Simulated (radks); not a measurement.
Results of a calculation; reference values are marked as such.
Question: Species: the lutetium ion Lu+. Configuration: [Xe] 4f14 6p2 (not the ground configuration). Code: a radial shooting solver on a logarithmic mesh with Libxc functionals. Model: Dirac Kohn-Sham, PBEsol, spin-unpolarised, spherical densities, point nucleus; open shells fill j = l - 1/2 first. Some entries of the table are withheld. Estimate them.

orbital  occ.  eigenvalue (hartree)  r(max) (bohr)
1s1/2       2             -2320.782        0.01213
2s1/2       2                   (1)        0.06950
2p1/2       2             -377.1851        0.05193
2p3/2       4             -336.1377        0.05846
3s1/2       2             -89.85805         0.1960
3p1/2       2             -81.91084         0.1839
3p3/2       4             -73.15665         0.1974
3d3/2       4             -59.66973         0.1552
3d5/2       6             -57.75798         0.1589
4s1/2       2             -18.20900            (2)
4p1/2       2             -14.97528            (3)
4p3/2       4             -12.98088            (4)
4d3/2       4              -7.66627         0.4759
4d5/2       6              -7.30230         0.4851
5s1/2       2              -2.65949          1.044
5p1/2       2              -1.76040          1.133
5p3/2       4              -1.50174          1.220
4f5/2       6                   (5)            (6)
4f7/2       8                   (7)            (8)
6p1/2       2                   (9)          3.462
6p3/2       0                  (10)          3.698

Answer: 
(1) 2s1/2 eigenvalue (hartree): -395.1597
(2) 4s1/2 r(max) (bohr): 0.4466
(3) 4p1/2 r(max) (bohr): 0.4475
(4) 4p3/2 r(max) (bohr): 0.4763
(5) 4f5/2 eigenvalue (hartree): -0.80094
(6) 4f5/2 r(max) (bohr): 0.4658
(7) 4f7/2 eigenvalue (hartree): -0.74484
(8) 4f7/2 r(max) (bohr): 0.4712
(9) 6p1/2 eigenvalue (hartree): -0.29838
(10) 6p3/2 eigenvalue (hartree): -0.27405
